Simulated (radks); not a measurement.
Numerical settings for neutral samarium, [Xe] 4f6 6s2. Calculated with a radial shooting solver on a logarithmic mesh with Libxc functionals: non-relativistic Kohn-Sham, BLYP, spin-unpolarised, spherical densities, point nucleus; relativity is left out, which matters for an element this heavy. The defaults (mesh step 0.008 in ln r, mesh end at 40 bohr or more with all orbitals vanishing there, Anderson mixing 0.5 over 9 steps, residual threshold near 1e-9 with the energy settled to 1e-9 hartree or 1e-11 of itself, here a cap of 64 iterations) give E = -10038.2866 hartree and 6s at -3.223 eV in 14 iterations. Times are rough (one thread of a shared host). Changes against that run (0 stands for a change within the tolerance of the run):

setting,iterations,converged,E (mhartree),e(6s) (meV),CPU (s)
mesh step in ln r 0.005,14,yes,0,0,0.19
mesh step in ln r 0.12,4,no,diverged,-,0.01
mesh step in ln r 0.08,4,no,diverged,-,0.02
mesh end (bohr) 400,14,yes,0,0,0.12
mesh end (bohr) 2,13,level above zero,+2.63e+04,+2.32e+05,0.18
residual threshold 1e-13,62,yes,0,0,0.29
residual threshold 0.1,9,yes,0,+0.0172,0.09
mixing 1,18,yes,0,0,0.16
"linear mixing, mixing 1",64,no,+1.2e+05,-3.73e+05,1.7
"linear mixing, mixing 0.05",64,no,+0.169,-76.1,0.44
mixing history 3,19,yes,0,0,0.14
iteration cap 3,3,no,+42.3,-184,0.03

Settled on a wrong energy, with an occupied level pushed above zero by the early mesh end: mesh end (bohr) 2 (+26.3 hartree). Apart from these: no run marked as converged misses the energy by more than 1 mhartree. A mesh that ends early acts as a hard wall.
